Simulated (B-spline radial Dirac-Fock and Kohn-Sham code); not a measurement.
X-ray scattering factor of Ta¹⁵⁺

System: tantalum as Ta¹⁵⁺, [Kr] 4d10 4f11 5s1.

Input of the calculation (task.json; shells as n, l, electrons):

```json
{"items": [{
  "Z": 73,
  "q": 15,
  "cfg": [[1, 0, 2], [2, 0, 2], [2, 1, 6], [3, 0, 2], [3, 1, 6], [3, 2, 10], [4, 0, 2], [4, 1, 6], [4, 2, 10], [4, 3, 11], [5, 0, 1]],
  "A": 181,
  "rrms": 5.3507,
  "do": ["scatter"],
  "s": [0.0, 0.05, 0.1, 0.15, 0.2, 0.25, 0.3, 0.35, 0.4, 0.45, 0.5, 0.6, 0.7, 0.8, 0.9, 1.0, 1.1, 1.2, 1.4, 1.6, 1.8, 2.0, 2.5, 3.0, 3.5, 4.0, 5.0, 6.0],
  "pz": [0, 0.1, 0.14, 0.2, 0.29, 0.42, 0.6, 0.86, 1.2, 1.8, 2.5, 3.6, 5.1, 7.3, 10.0, 15.0, 21.0, 31.0, 44.0, 63.0, 90.0],
  "hv_scatter": [1000, 5000, 17479.3, 20000, 30000, 100000, 200000, 500000]
}]}
```

Command: `python xray_run.py task.json out`

Level of theory: configuration-average Dirac-Fock orbitals; a radial B-spline solver. f₀ is the Fourier transform of the spherical electron density, S the Waller-Hartree incoherent function, and s = sin θ/λ. The electron scattering factor follows from the Mott-Bethe formula f_e = 0.023934 Å⁻¹·(Z − f₀)/s².

```
s (Å⁻¹)      f₀       S  f_e (Å)
      0  58.000   0.000        –
   0.05  57.803   0.177  145.493
    0.1  57.218   0.693   37.773
   0.15  56.268   1.506   17.799
    0.2  54.985   2.556   10.779
   0.25  53.415   3.774    7.500
    0.3  51.607   5.099    5.689
   0.35  49.616   6.477    4.569
    0.4  47.495   7.873    3.815
   0.45  45.295   9.262    3.274
    0.5  43.065  10.631    2.866
    0.6  38.670  13.288    2.282
    0.7  34.557  15.816    1.878
    0.8  30.874  18.199    1.575
    0.9  27.684  20.427    1.339
      1  24.992  22.506    1.149
    1.1  22.762  24.453    0.994
    1.2  20.938  26.289    0.865
    1.4  18.237  29.672    0.669
    1.6  16.373  32.680    0.529
    1.8  14.942  35.292    0.429
      2  13.698  37.514    0.355
    2.5  10.849  41.690    0.238
      3   8.444  44.612    0.172
    3.5   6.744  46.826    0.129
      4   5.685  48.579    0.101
      5   4.570  51.165    0.066
      6   3.810  52.938    0.046
```

f₀ starts at the number of electrons, 58, and has fallen to half at s ≈ 0.86 Å⁻¹. The sum of ⟨r²⟩ over the electrons is 10.74 bohr². For an ion f_e diverges as s goes to zero, because of the net charge.
